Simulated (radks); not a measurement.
Results of a calculation; reference values are marked as such.
All-electron atom: Cr IV in [Ar] 3d2 4p1 (not the ground configuration).

Level of theory: scalar-relativistic Kohn-Sham, r2SCAN, spin-unpolarised, spherical densities, finite nucleus; meta-GGA in the generalised Kohn-Sham scheme; Fermi nuclear charge, rms radius 3.6452 fm (a radial shooting solver on a logarithmic mesh with Libxc functionals).

Energy parts (eV):
total: -28518.376
kinetic: 28811.455
electron-nucleus: -67044.415
Hartree: 11000.693
exchange-correlation: -1286.110

Orbitals (lengths in bohr, moments of r in powers of bohr; r(max) is where P^2 peaks; r(90%) holds 90 % of the orbital's charge):
| orbital | occ. | eigenvalue (eV) | r(90%) | <r> | r(max) |
|---|---|---|---|---|---|
| 1s | 2 | -5953.010 | 0.114 | 0.06357 | 0.04162 |
| 2s | 2 | -727.2097 | 0.453 | 0.2924 | 0.2432 |
| 2p | 6 | -617.9561 | 0.426 | 0.2597 | 0.1979 |
| 3s | 2 | -124.4849 | 1.30 | 0.8766 | 0.7677 |
| 3p | 6 | -93.9558 | 1.40 | 0.9201 | 0.7843 |
| 3d | 2 | -46.8591 | 1.71 | 1.039 | 0.7720 |
| 4p | 1 | -25.0033 | 3.88 | 2.685 | 2.427 |

The highest occupied level is 4p at -25.003 eV. The density falls to 0.001 e/bohr^3 at r = 3.78 bohr. Summed over all electrons, <r^2> = 19.17 bohr^2, which gives a Langevin (diamagnetic) susceptibility term of -15.2 x 10^-6 cm^3/mol. The electron density at the nucleus is 1.15e+04 e/bohr^3 (large components only).
